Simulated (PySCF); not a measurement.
# How methods differ on the ionisation energy of Tc⁺

Tc⁺ [Kr] 4d5 5s1 (7S) → Tc²⁺ [Kr] 4d5 (6S), as a difference of total energies. Computed with PySCF 2.14 in def2-SVP with the def2 core potential (28 electrons) (5s3p2d1f, 31 functions), with scalar relativity through the core potential. Correlated levels: valence: 4s2 4p6 frozen. The calculations carry no spin-orbit coupling.

| method | ionisation energy (eV) |
| --- | --- |
| UHF | 14.277 |
| MN15 | 15.307 |
| PBE0 | 15.389 |
| MP2 (valence) | 14.665 |
| SCS-MP2 (valence) | 14.406 |

Question: How much does correlation contribute at MP2 (valence)?

Answer: 14.665 − (14.277) = 0.388 eV, measured against UHF.

Errors of the correlated levels include the incompleteness of this basis and the frozen core.

For comparison: 15.26 eV (semi-empirical (NIST evaluation); NIST Atomic Spectra Database, ionization energies).
